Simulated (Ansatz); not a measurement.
BeCl (SMILES [Be+][Cl]), charge +1, singlet, at a GFN2-xTB geometry (such geometries of metal compounds can be far from the true shape). Base run: Ansatz (a quantum-chemistry and plane-wave program) with B3LYP/6-311G**.

Ansatz was given this input:
Ansatz 0.2 input:
```yaml
crystal:
  periodic: [false, false, false]
  atoms:
    - {symbol: Be, position_ang: [-0.00000000, -0.00000000, -1.34550453]}
    - {symbol: Cl, position_ang: [0.00000000, 0.00000000, 0.31658930]}
basis:
  gaussian:
    orbitals: 6-311G__.json
hamiltonian:
  xc: b3lyp
total_charge: 1
```
The basis file holds 6-311G** in the JSON format of the Basis Set Exchange.

The bond that is stretched is that between atoms 2 and 1. A test that says stable can miss a lower solution.

The base run was repeated with changes; each row names its change, and settings that it needs were set with it.

```tsv
change	ΔE vs base (kcal/mol)	<S^2>	stability test says
base	0.000	0.000	minimum (restricted orbitals)
spin_polarized = on; lower_state_search = off	0.000	0.000	undecided (no full test)
spin_polarized = on; lower_state_search = standard	0.000	0.000	minimum
bond × 1.25	22.54	0.000	minimum (restricted orbitals)
spin_polarized = on; lower_state_search = off; bond × 1.25	22.54	0.000	undecided (no full test)
spin_polarized = on; lower_state_search = standard; bond × 1.25	22.54	0.000	minimum
bond × 1.5	63.3	0.000	minimum (restricted orbitals)
spin_polarized = on; lower_state_search = off; bond × 1.5	63.3	0.000	undecided (no full test)
spin_polarized = on; lower_state_search = standard; bond × 1.5	63.3	0.000	minimum
bond × 1.8	98.0	0.000	minimum (restricted orbitals)
spin_polarized = on; lower_state_search = off; bond × 1.8	98.0	0.000	undecided (no full test)
spin_polarized = on; lower_state_search = standard; bond × 1.8	89.1	0.940	minimum
bond × 2.2	121.5	0.000	minimum (restricted orbitals)
spin_polarized = on; lower_state_search = off; bond × 2.2	95.7	1.003	undecided (no full test)
spin_polarized = on; lower_state_search = standard; bond × 2.2	95.7	1.003	minimum
bond × 3.0	134.4	0.000	minimum (restricted orbitals)
spin_polarized = on; lower_state_search = off; bond × 3.0	99.4	1.002	undecided (no full test)
spin_polarized = on; lower_state_search = standard; bond × 3.0	99.4	1.002	minimum
```

Where a bond breaks into two radicals, a solution with restricted orbitals usually stops being the lowest and lies too high; an unrestricted one lies lower at the price of spin contamination, which <S^2> shows.
